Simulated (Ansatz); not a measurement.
C2H5BClF, SMILES `BC(F)CCl`. The species carries charge 0 and has multiplicity 1.

```
atom    x (Å)    y (Å)    z (Å)
  B1  -0.0080   1.3149   0.7651
  C2   0.3391   0.2574  -0.3249
  F3   0.2090   0.7245  -1.6229
  C4  -0.3697  -1.0678  -0.1876
 Cl5   0.3410  -2.3338  -1.2202
  H6  -0.2049   2.4525   0.4703
  H7  -0.0007   0.9700   1.9094
  H8   1.4199   0.0774  -0.1519
  H9  -1.4158  -0.9769  -0.4790
 H10  -0.3101  -1.4181   0.8418
```

**Question.** List the harmonic frequencies (cm⁻¹, unscaled) at PBE0-D4/def2-TZVP in Ansatz. (Estimate.)

**Answer.** The calculation gave: 102, 166, 253, 311, 400, 448, 716, 781, 828, 868, 1025, 1075, 1134, 1178, 1234, 1245, 1328, 1335, 1457, 2604, 2701, 2931, 3102, 3164.

**Question.** Is this a minimum?

**Answer.** Yes, all 24 modes are real.

**Question.** Give the ideal-gas thermochemistry at 298.15 K and 1 bar (rigid rotor, harmonic oscillator; point group C1, symmetry number 1).

**Answer.** Zero-point energy 181.7 kJ/mol; H(298) − E = 200.3 kJ/mol; entropy 327.0 J/(mol·K), of which translation 165.6, rotation 111.3, vibration 50.1; G(298) − E = 102.8 kJ/mol.

**Question.** Rotational constants (cm⁻¹)?

**Answer.** 0.2822, 0.07453, 0.06236.
